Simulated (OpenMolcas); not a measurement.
**C+: effect of the IPEA shift**

| Property | Result |
| --- | --- |
| Program | OpenMolcas |
| Basis | ANO-RCC-VTZP [4s3p2d1f] |
| Scalar Hamiltonian | DKH2, point nucleus |
| Active space | 3 electrons in 9 orbitals (RAS2 2s 2p; RAS3 3d, at most 2 electrons) |
| State averaging | 2S+1 = 4 odd, 1 root; 2S+1 = 2 odd, 11 roots; 2S+1 = 4 even, 3 roots; 2S+1 = 2 even, 9 roots |
| Spin-orbit coupling | state interaction with AMFI integrals over the reference wave functions, term energies averaged over their components |

Methods on the same reference wave functions:
A. RASSCF
B. MS-RASPT2, IPEA 0 Eh, imaginary shift 0.1 Eh (closed shells correlated: 1s)
C. MS-RASPT2, IPEA 0.25 Eh, imaginary shift 0.1 Eh (closed shells correlated: 1s)

Energies in cm⁻¹ above 2s² 2p ²P°_1/2, the measured ground level; measured values from NIST Handbook of Basic Atomic Spectroscopic Data.

| Level | A | B | C | Measured |
| --- | --- | --- | --- | --- |
| 2s² 2p ²P°_1/2 | 0.0 | 0.0 | 0.0 | 0.0 |
| 2s² 2p ²P°_3/2 | 56.0 | 56.3 | 56.2 | 63.4 |
| 2s 2p² ⁴P_1/2 | 40908 | 42230 | 42230 | 43003 |
| 2s 2p² ⁴P_3/2 | 40928 | 42250 | 42250 | 43025 |
| 2s 2p² ⁴P_5/2 | 40962 | 42290 | 42290 | 43054 |
| 2s 2p² ²D_3/2 | 76825 | 74960 | 75030 | 74933 |
| 2s 2p² ²D_5/2 | 76826 | 74960 | 75030 | 74930 |
| 2s 2p² ²S_1/2 | 103681 | 98350 | 97720 | 96494 |
| 2s 2p² ²P_1/2 | 114202 | 111540 | 111680 | 110624 |
| 2s 2p² ²P_3/2 | 114241 | 111580 | 111720 | 110666 |
| 2p³ ⁴S°_3/2 | 141741 | 141530 | 141580 | 142027 |
| 2p³ ²D°_3/2 | 152550 | 150690 | 150780 | 150467 |
| 2p³ ²D°_5/2 | 152551 | 150690 | 150780 | 150462 |
| 2p³ ²P°_1/2 | 178232 | 172820 | 173020 | 168730 |
| 2p³ ²P°_3/2 | 178234 | 172820 | 173020 | 168748 |

Deviations, from unrounded energies. A percentage is the sum of absolute deviations over the sum of measured energies, with the sign that they share, or ± where signs differ.

| Against measurement | Levels | A | B | C |
| --- | --- | --- | --- | --- |
| mean absolute deviation (cm-1) | 14 | 3400 | 1100 | 1100 |
| fine structure of the ground term (%) | 1 | -11.7 | -11.3 | -11.3 |
| other configurations (%) | 13 | ±3.5 | ±1.1 | ±1.1 |

B, C lie about equally close to measurement and A furthest from it. The largest miss of B in the table is 2p³ ²P°_1/2, by +4100 cm-1. The ranking rests on the paired levels alone, and a cruder setting can come out closer through cancelling errors.

Between B and C the level of the table that moves most is 2s 2p² ²S_1/2, by 630 cm-1 (lowest in C, highest in B). Moves below CASPT2's spread within the term are not significant.

The lowest spin-free term lies below A's lowest term by 0.020 hartree in B, 0.020 hartree in C.

CASPT2 does not keep the components of a term degenerate, so their means are used; among the terms shown or strongly mixed into the levels shown the widest spread is 15 cm-1 (2s 2p² ²D, B). Active for correlation alone: 3d; no level in the range computed is led by a configuration that fills it, so any true level of that kind is missing. Without dynamic correlation excited terms often stand tens of per cent too high (terms of higher spin than the ground term too low), and those without a measured partner can miss by more than the paired ones (holds for A). Computed and measured levels are paired by configuration, term and J; levels that our copy of the source lacks, or whose pairing is in doubt (as where it misses far off the trend of its configuration), stay unpaired and out of the deviations. Levels of configurations outside the active space are missing.

° marks odd parity.
